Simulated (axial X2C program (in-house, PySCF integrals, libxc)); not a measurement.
## Bond lengths and stretching modes, held linear, of SnSH

Computed with an axial X2C code built on PySCF integrals: two-component X2C with atomic mean-field Coulomb and Gaunt terms, Gaussian nuclei, basis Sn dyall-v3z, S dyall-av3z, H dyall-v3z with contracted cores. Spin-free rows use the one-electron spin-free X2C Hamiltonian.

Masses Sn 119.902, S 31.972, H 1.008 u. States: 2c Ω = 1/2 (beyond evenly filled blocks: ω = 1/2); spin-free M_S = 1/2, Λ = 1 (beyond evenly filled blocks: π+α).

HF, spin-free: energies above the lowest point

```
r(Sn–S) (Å)  r(S–H) (Å)  E (meV)
     2.3439      1.3094    46.28
     2.3439      1.3430    48.58
     2.3439      1.3766    81.44
     2.4040      1.3094     2.57
     2.4040      1.3430     4.86
     2.4040      1.3766    37.73
     2.4040      1.4102    96.26
     2.4641      1.3094     0.00
     2.4641      1.3430     2.24
     2.4641      1.3766    35.08
     2.5242      1.3430    31.67
     2.5242      1.4102   122.85
```

Question: Fit a quadratic surface with cubic terms in each bond: where is the minimum, and what are the two stretching wavenumbers?

Answer: At HF, spin-free: bonds 2.438 and 1.324 Å; harmonic stretches 323.6 and 2868.7 cm⁻¹; force constants 1.6, 4.74 and coupling 0.00 mdyn/Å.

The other levels and Hamiltonians give:

| Hamiltonian | level | r(Sn–S) (Å) | r(S–H) (Å) | lower stretch (cm⁻¹) | upper stretch (cm⁻¹) |
| --- | --- | --- | --- | --- | --- |
| 2c | PBE0 | 2.402 | 1.341 | 336.9 | 2709.9 |
| 2c | HF | 2.445 | 1.324 | 318.5 | 2861.1 |
| 2c | TPSSh | 2.410 | 1.343 | 331.2 | 2677.2 |
| 2c | MP2 | 2.408 | 1.336 | 343.0 | 2754.9 |
| spin-free | PBE0 | 2.398 | 1.340 | 339.6 | 2722.0 |
| spin-free | TPSSh | 2.406 | 1.342 | 333.2 | 2689.2 |
| spin-free | MP2 | 2.403 | 1.335 | 346.1 | 2762.9 |

Each state is one determinant, the lowest of a limited PBE0 search; the stretches come from a fit to these few points and carry an uncertainty of a few per cent. Other orders of the atoms were not compared. MP2 freezes inner shells (threshold -2 hartree). The molecule was held linear; bending was not examined, so a bent shape may lie lower. Hydrosulfides and their kin are strongly bent in nature, so this linear model does not describe the real molecule. Note: functional without a current term on a determinant with orbital currents, of the molecule or an atom.
